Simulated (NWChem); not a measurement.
# Correlation energy of Sn

```
Sn
```
Charge 0, spin multiplicity 3.

All runs are NWChem calculations.

Basis set: def2-QZVP. Each correlation energy counts from its own Hartree-Fock reference.

Effective core potentials replace the inner electrons of Sn; spin-orbit coupling is left out. The correlated methods keep 4 core orbitals frozen. The stability of the SCF solutions was not checked. Open-shell Hartree-Fock references start from PBE0 orbitals. No row is a measurement; the coupled-cluster row has its own basis-set and correlation limits.

```csv
method,correlation energy (mHa)
UMP2,-472.9
SCS-UMP2,-413.9
CCSD on ROHF,?
CCSD[T] on ROHF,-456.2
CCSD(T) on ROHF,?
```

Task: Complete the blanks.

Result: 
- CCSD on ROHF, correlation energy (mHa): -445.7
- CCSD(T) on ROHF, correlation energy (mHa): -455.9
